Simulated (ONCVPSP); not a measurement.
Scattering properties, ONCV potential for Tm (Z = 69)

- Element: Tm
- Generator: ONCVPSP 4.0.1
- Type: optimised norm-conserving Vanderbilt (ONCV)
- Functional: LDA (Perdew-Zunger)
- Relativity: fully relativistic
- Frozen core: [Xe]
- Valence charge: 15
- Reference configuration: 4f13 5d1 6s1
- Partial waves: 6s: rc 2.65 bohr, ncon 4, nbas 7, qcut 2.9 1/bohr, 2 projectors, debl 2.5 Ha; p scattering state at 0.25 Ha: rc 4.25 bohr, ncon 3, nbas 7, qcut 1.9 1/bohr, 1 projector; 5d: rc 3.95 bohr, ncon 4, nbas 8, qcut 3.3 1/bohr, 2 projectors, debl 2.4 Ha; 4f: rc 1.25 bohr, ncon 4, nbas 9, qcut 11.7 1/bohr, 3 projectors, debl 3.4 Ha
- Local potential: polynomial inside 0.80 bohr (lpopt 5, dvloc0 1 Ha)
- Core correction: polynomial model core, fcfact 0.5

Open shells are filled in proportion to 2j + 1.

In the p channel the program set the typed energies aside and used 0.050 Ha (j = l + 1/2; the other j can differ).

The phase is arctan(r·R′/R) of the radial function R(r), unwrapped; energies in Ha, scanned from -2 to 5 Ha. A pole is an energy at which the radial function vanishes at the test radius. The pseudo phase is shifted by a multiple of π to meet the all-electron one at the reference energy, and phase errors are pseudo minus all-electron; the curves can meet again beyond the range given. Levels narrower than the energy grid can be missing from the lists of poles.

Question: For each channel, where are the poles, and over which energies does the pseudopotential scatter like the atom?

Answer:

| channel | radius (bohr) | reference energy (Ha) | poles, all-electron | poles, pseudo | unbroken range about the reference energy with phases within 0.05 rad | phase error 1 Ha above the reference energy (rad) |
| --- | --- | --- | --- | --- | --- | --- |
| s | 2.69 | -0.15 | -1.92, 1.52 | 1.52 | -1.8 to 3.2 | -0.001 |
| p3/2 | 4.32 | 0.05 | -0.90, 0.43, 2.03, 4.35 | -0.47, 0.42, 1.74, 3.88 | -0.4 to 0.7 | -1.128 |
| p1/2 | 4.32 | 0.05 | 0.35, 1.90, 4.17 | 0.35, 1.74, 3.88 | -0.3 to 0.7 | -0.222 |
| d5/2 | 4.02 | -0.03 | 0.11, 1.29, 3.32 | 0.11, 1.46, 3.66 | below 0.3 | +0.085 |
| d3/2 | 4.02 | -0.04 | 0.09, 1.26, 3.28 | 0.09, 1.44, 3.63 | below 0.3 | +0.088 |
| f7/2 | 1.27 | -0.09 | 0.52 | 0.52 | the whole range | -0.000 |
| f5/2 | 1.27 | -0.13 | 0.46 | 0.46 | the whole range | -0.000 |

Note: ghosts flagged at negative energy: s at -180.5 eV, s at -54.6 eV, p3/2 at -321.9 eV, p3/2 at -13.0 eV, p1/2 at -316.2 eV and 1 more (a further GHOST(-) flag falls on a real empty level of the atom); GHOST(+) flagged for d5/2 at 60.5 eV, d3/2 at 66.1 eV. A true bound ghost makes a file unfit for plane-wave use.

Phases in the f7/2 channel:

| E (Ha) | all-electron | pseudo |
| --- | --- | --- |
| -1.98 | 0.997 | 0.997 |
| -1.62 | 0.889 | 0.888 |
| -1.26 | 0.700 | 0.699 |
| -0.90 | 0.314 | 0.314 |
| -0.54 | -0.417 | -0.418 |
| -0.18 | -1.073 | -1.073 |
| 0.18 | -1.401 | -1.401 |
| 0.54 | -1.577 | -1.577 |
| 0.90 | -1.693 | -1.693 |
| 1.26 | -1.785 | -1.785 |
| 1.62 | -1.869 | -1.869 |
| 1.98 | -1.956 | -1.956 |
| 2.34 | -2.055 | -2.055 |
| 2.70 | -2.178 | -2.178 |
| 3.06 | -2.341 | -2.341 |
| 3.42 | -2.566 | -2.566 |
| 3.78 | -2.869 | -2.868 |
| 4.14 | -3.230 | -3.229 |
| 4.50 | -3.576 | -3.576 |
| 4.86 | -3.849 | -3.848 |
